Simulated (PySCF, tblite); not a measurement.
Species: C₅H₁₁FOSi.
Structure used (GFN2-xTB), in Å, numbered top down from 1:
```xyz
19
C5H11FOSi angstrom
C     -2.5856   -1.0906   -0.2239
C     -1.6196    0.0807   -0.1327
O     -0.3237   -0.4421    0.0608
C      0.7310    0.4313    0.1033
Si     0.5886    2.2409   -0.4426
C      1.9082   -0.0639    0.5016
C      2.1064   -1.4836    0.9194
F      3.1545   -1.5928    1.8054
H     -3.5992   -0.7256   -0.3624
H     -2.5394   -1.6796    0.6880
H     -2.3165   -1.7284   -1.0614
H     -1.6579    0.6754   -1.0555
H     -1.8935    0.7315    0.7090
H     -0.4416    2.9329    0.3375
H      1.8928    2.8542   -0.2206
H      0.2303    2.3095   -1.8634
H      2.7830    0.5630    0.5264
H      2.3587   -2.1257    0.0648
H      1.2136   -1.8778    1.4156
```

Method used: PBE0/pcSseg-1 in PySCF (dipole) on a GFN2-xTB geometry, gas phase.

Masses are those of the commonest isotopes; rigid-rotor values at the optimised geometry. The values belong to one conformer with, in the numbering `[CH3:1][CH2:2][O:3]/[C:4]([SiH3:5])=[CH:6]\[CH2:7][F:8]`, C1–C2–O3–C4 177°, C2–O3–C4–Si5 -13°, C4–C6–C7–F8 -153°.

(1) What are A, B and C (GHz)?

(2) Classify the top.

(3) What does the inertial defect say?

(4) Give the other two planar moments, Paa and Pbb, and the rms extents of the mass along the axes.

(5) Which lines would a microwave search look for?

(6) Estimate the classical rotational partition function at 25 K, 298.15 K and 500 K.

Results:

(1) Ia = 278.08, Ib = 512.15, Ic = 768.06 u·Å²; 505379 MHz·u·Å²/I gives 1817, 986.8 and 658.0 MHz, that is A = 1.8174, B = 0.9868, C = 0.6580 GHz.

(2) An asymmetric top; Ray's κ = -0.433.

(3) Not planar: Δ = Ic − Ia − Ib = -22.16 u·Å². For a rigid frame Δ = −2 Σ m c², so Σ m c² = 11.08 u·Å² lies off the ab plane: 7.99 from hydrogen and 3.09 from heavier atoms. The atom farthest from that plane is 1.30 Å away.

(4) Paa = Σ m a² = (Ib + Ic − Ia)/2 = 501.06 and Pbb = Σ m b² = (Ia + Ic − Ib)/2 = 267.00 u·Å². With the mass M = 134.06 u, the rms extents √(P/M) along a, b and c are 1.93, 1.41, 0.29 Å.

(5) The dipole components are |μa| = 3.10 D, |μb| = 0.05 D, |μc| = 0.33 D. The squared components, which scale the intensities, stand as 1.00 : 0.00 : 0.01 (a : b : c). Some lines, for components of 0.1 D or more:

```tsv
type	branch	J(Ka,Kc)	MHz	lower level (cm⁻¹)
a	Q	1(1,0) ← 1(1,1)	329	0.083
a	Q	3(2,1) ← 3(2,2)	373	0.462
a	Q	3(1,2) ← 3(1,3)	1960	0.328
c	R	1(1,0) ← 0(0,0)	2804	0.000
c	Q	5(3,3) ← 5(2,3)	3609	1.013
c	Q	4(3,2) ← 4(2,2)	4226	0.712
a	R	3(0,3) ← 2(0,2)	4642	0.162
a	R	3(1,2) ← 2(1,1)	5370	0.214
a	R	4(2,3) ← 3(2,2)	6516	0.462
c	R	3(1,2) ← 2(0,2)	6938	0.162
a	R	4(1,3) ← 3(1,2)	7035	0.393
a	R	4(2,2) ← 3(2,1)	7130	0.474
a	R	5(0,5) ← 4(0,4)	7248	0.516
c	R	3(2,1) ← 2(1,1)	7799	0.214
a	R	5(4,2) ← 4(4,1)	8401	1.082
c	R	4(1,3) ← 3(0,3)	9332	0.317
c	R	4(2,2) ← 3(1,2)	9559	0.393
c	R	4(3,1) ← 3(2,1)	11440	0.474
c	R	4(3,2) ← 3(2,2)	11728	0.462
c	R	5(1,4) ← 4(0,4)	11938	0.516
c	R	4(4,0) ← 3(3,0)	13551	0.630
c	R	5(3,3) ← 4(2,3)	13605	0.679
c	R	5(5,0) ← 4(4,0)	17191	1.082
c	R	5(5,1) ← 4(4,1)	17193	1.082
```

(6) Point group C1, symmetry number σ = 1; q = (√π/σ)·√((kT/h)³/(ABC)), k/h = 20836.6 MHz/K: 19400 at 25 K, 799000 at 298.15 K, 1740000 at 500 K.

Its GFN2-xTB frequencies are all real (lowest 34 cm⁻¹). These are rigid-rotor constants of the computed structure; measured ground-state constants (B0) also hold zero-point vibration. A rigid rotor knows nothing of internal rotation, which can split or shift real lines.

Time: 64 s (with the writing of density and orbital grids); peak memory 0.96 GiB. Hardware: one thread, Arm Neoverse N1 (aarch64), no GPU, on a shared host. This is the PBE0/pcSseg-1 job that gave the dipole, with the shieldings it also computed.
